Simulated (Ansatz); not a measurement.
Species: sum formula SiAsH4, net charge -1, singlet state. It need not be the lowest isomer of its formula. Whether it binds its extra electron was not tested at this geometry. 
Coordinates optimised at B3LYP-D3(BJ)/def2-TZVP (Ansatz, an electronic-structure program):
```
As
H 1 1.5382
H 1 1.5382 2 90.56
Si 1 2.5077 2 96.66 3 -96.77
H 4 1.5420 1 90.41 2 -88.04
H 4 1.5420 5 92.57 1 90.43
```
Charge -1, spin multiplicity 1.

Basis-set convergence of Hartree-Fock and CCSD(T) correlation energies (hartree) with Ansatz. Valence correlation only, unless marked. No spin-orbit coupling. The frozen core is the preceding noble-gas configuration, with the filled d and f shells of earlier blocks. No relativistic terms. This anion needs diffuse functions, which these sets lack.

```json
[
 {"basis": "def2-SVP", "functions": "70", "E(HF)": "-2525.06706", "E(corr, CCSD(T))": "-0.27695"},
 {"basis": "def2-TZVPP", "functions": "146", "E(HF)": "…", "E(corr, CCSD(T))": "…"}
]
```

**Question.** Complete the blanks.

**Answer.** 
- def2-TZVPP, E(HF): -2525.44977
- def2-TZVPP, E(corr, CCSD(T)): -0.34544
